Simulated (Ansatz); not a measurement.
One change: `C#CC[SeH]` becomes `C#CC[SiH2]F`.

Ansatz, PBE0-D4/def2-TZVP geometries, multiplicity 1. Each molecule was computed in one conformer, which needn't be the lowest.

Scalar relativity is left out up to krypton. Spin–orbit coupling is left out; it splits and shifts lone-pair levels of the heavy atoms by tenths of an eV.

```tsv
property	`C#CC[SeH]`
HOMO–LUMO gap (B3LYP/def2-TZVPP) / eV	5.90
HOMO energy (PBE0/def2-TZVPP) / eV	-6.73
LUMO energy (B3LYP/def2-TZVPP) / eV	-0.60
ideal-gas entropy at 298 K and 1 bar (rigid rotor, harmonic PBE0-D4/def2-TZVP) / J/(mol·K)	314
HOMO–LUMO gap (PBE/def2-TZVPP) / eV	4.26
HOMO energy (ωB97M-V/def2-TZVPP) / eV	-8.95
```

Q: Give the same properties after the change, and the shifts. (Estimate.)

A: Computed: 
```
                                                                                  property  `C#CC[SiH2]F`  shift
                                                     HOMO–LUMO gap (B3LYP/def2-TZVPP) / eV           7.49   1.59
                                                        HOMO energy (PBE0/def2-TZVPP) / eV          -7.73  -1.00
                                                       LUMO energy (B3LYP/def2-TZVPP) / eV          -0.01   0.59
ideal-gas entropy at 298 K and 1 bar (rigid rotor, harmonic PBE0-D4/def2-TZVP) / J/(mol·K)            333     19
                                                       HOMO–LUMO gap (PBE/def2-TZVPP) / eV           5.81   1.55
                                                     HOMO energy (ωB97M-V/def2-TZVPP) / eV          -9.95  -1.00
```

With PBE0 the HOMO falls by 1.00 eV and the LUMO rises by 0.55 eV, so the gap widens by about 1.55 eV. PBE moves the HOMO by -0.99 eV and ωB97M-V by -1.00 eV. The zero-point energy changes by 31.6 kJ/mol with +6 modes.

B3LYP here is the variant with VWN-RPA as its local correlation; programs differ in this.
